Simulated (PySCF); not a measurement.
SMILES CB(C)[S][Al]([OH])[OH] (C₂H₈AlBO₂S) (GFN2-xTB optimised geometry):

```
15

B     -1.668     2.154    -1.762
C     -1.185     1.006    -2.742
C     -2.314     3.471    -2.360
S     -1.485     2.016     0.000
Al    -0.498     0.016     0.000
O      1.144     0.016     0.000
O     -1.498    -1.284     0.078
H     -0.661     0.195    -2.196
H     -2.024     0.547    -3.264
H     -0.505     1.373    -3.510
H     -1.529     4.126    -2.740
H     -2.973     3.264    -3.201
H     -2.872     4.044    -1.625
H      2.085     0.065     0.058
H     -2.085    -2.016     0.183
```

Level of theory: PBE0/def2-TZVP (PySCF).

Problem. What are the frontier orbital energies and the dipole moment?

Solution. HOMO-2 -8.77 eV, HOMO-1 -7.70 eV, HOMO -7.38 eV, LUMO -0.25 eV, LUMO+1 -0.23 eV; dipole moment 2.12 D.

On the same geometry PBE/def2-TZVP (PySCF) gives HOMO-2 -7.40 eV, HOMO-1 -6.46 eV, HOMO -6.22 eV, LUMO -1.19 eV, LUMO+1 -1.12 eV; dipole moment 2.05 D.

Meta-Löwdin charges at PBE0/def2-TZVP: B1 0.09, C2 -0.43, C3 -0.47, S4 -0.22, Al5 1.12, O6 -0.80, O7 -0.80, H8 0.09, H9 0.14, H10 0.14, H11 0.14, H12 0.12, H13 0.13, H14 0.37, H15 0.37.
